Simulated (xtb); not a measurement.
H4Sn, charge -1, doublet, at the geometry of the source list (GFN-xTB shapes and energies of metal compounds can be far from the true ones) (a state made from the parent by changing its charge; the spin is typed, not shown lowest).

Here is a job for xtb.
```
$ xtb mol.xyz --gfn 2 --chrg -1 --uhf 1 --etemp 5000 --json

# file mol.xyz
5

Sn    -0.00040000    -0.00240000     0.00050000
H     -1.07600000     1.12680000    -0.50160000
H      0.24570000    -1.08960000    -1.19940000
H     -0.58840000    -0.76120000     1.32790000
H      1.41910000     0.72650000     0.37260000
```

Problem. Give the total energy (a free energy at this electronic temperature) at the level GFN2-xTB (xtb).

Solution. -4.125498 Ha

Problem. Give the partial charges in atom order at the level GFN2-xTB.

Solution. Sn1 0.02, H2 -0.25, H3 -0.26, H4 -0.26, H5 -0.26
